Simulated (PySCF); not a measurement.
C4H11BO3Si, SMILES C[Si](C)(O)/C=C/B(O)O, GFN2-xTB optimised geometry.

```
20

Si    -0.44     2.45    -0.01
C     -0.65     3.07    -1.79
C     -2.12     2.16     0.85
O      0.40     3.65     0.72
C      0.58     0.85     0.03
C      0.10    -0.40     0.00
B      0.98    -1.71     0.00
O      0.34    -2.90     0.00
O      2.34    -1.71     0.00
H      0.31     3.29    -2.24
H     -1.25     3.97    -1.82
H     -1.14     2.32    -2.41
H     -2.66     3.10     0.96
H     -2.75     1.49     0.27
H     -1.99     1.73     1.84
H      0.57     3.65     1.66
H      1.66     0.98     0.05
H     -0.97    -0.53    -0.02
H      0.94    -3.65     0.00
H      2.75    -0.84    -0.01
```

Density from B3LYP/def2-SVP run with PySCF 2.14.0 at that geometry.

Minimum of the electron density along straight lines between bonded atoms, close to the bond critical point (lines longer than 1.1 times the sum of covalent radii, or with two minima, are not listed):

```csv
bond,length / Å,ρ at the minimum / e bohr⁻³,∇²ρ there / e bohr⁻⁵,position (fraction from the first atom)
Si1–C2,1.900,0.113,0.32,0.38
Si1–C3,1.904,0.111,0.31,0.38
Si1–O4,1.642,0.124,1.03,0.41
Si1–C5,1.893,0.112,0.35,0.38
C5–C6,1.335,0.338,-0.90,0.50
C6–B7,1.574,0.183,-0.16,0.68
B7–O8,1.351,0.207,1.14,0.33
B7–O9,1.364,0.200,1.11,0.33
C2–H10,1.085,0.273,-0.98,0.62
C2–H11,1.085,0.273,-0.98,0.62
C2–H12,1.085,0.273,-0.97,0.62
C3–H13,1.086,0.272,-0.97,0.62
C3–H14,1.084,0.273,-0.98,0.62
C3–H15,1.087,0.272,-0.97,0.62
O4–H16,0.953,0.356,-2.37,0.81
C5–H17,1.088,0.274,-0.98,0.62
C6–H18,1.082,0.281,-1.05,0.63
O8–H19,0.958,0.357,-2.38,0.81
O9–H20,0.956,0.359,-2.40,0.81
```
